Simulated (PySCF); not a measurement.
Mg(Me)2 (C2H6Mg), SMILES [CH3][Mg][CH3]. Atoms are numbered in the order given.

```xyz
9

Mg     0.0000     0.0000     0.0000
C      0.0000     0.0000    -2.0987
H      0.8144     0.6074    -2.5116
H     -0.9333     0.4016    -2.5116
H      0.1189    -1.0090    -2.5116
C      0.0000     0.0000     2.0987
H      0.8144    -0.6074     2.5116
H     -0.9333    -0.4016     2.5116
H      0.1189     1.0090     2.5116
```

Geometry: TPSSh-D3(BJ)/def2-TZVP. The isomer is the one that the SMILES or the coordinates give; other isomers of the formula were not compared.

These are PBE/pcJ-1 run with PySCF values and carry that method's errors.

Isotropic couplings with Fermi-contact, spin-dipole and both spin-orbit terms, one fixed conformer, no vibrational averaging. Isotopes: 13C, 1H.

Question: Estimate the spin–spin coupling constants. (The exact figures need the calculation; the answer reports its results.)

Answer: 
```
pair   bonds apart  J (Hz)
-----  -----------  ------
C2–H3            1   115.1
C2–H4            1   115.1
C2–H5            1   115.1
C6–H7            1   115.1
C6–H8            1   115.1
C6–H9            1   115.1
C2–C6            2    17.5
H3–H4            2   -12.4
H3–H5            2   -12.4
H4–H5            2   -12.4
H7–H8            2   -12.4
H7–H9            2   -12.4
H8–H9            2   -12.4
C2–H7            3    -0.5
C2–H8            3    -0.5
C2–H9            3    -0.5
H3–C6            3    -0.5
H4–C6            3    -0.5
H5–C6            3    -0.5
H3–H7            4    -0.3
H3–H8            4    -0.5
H4–H7            4    -0.5
H4–H9            4    -0.3
H5–H8            4    -0.3
H5–H9            4    -0.5
```
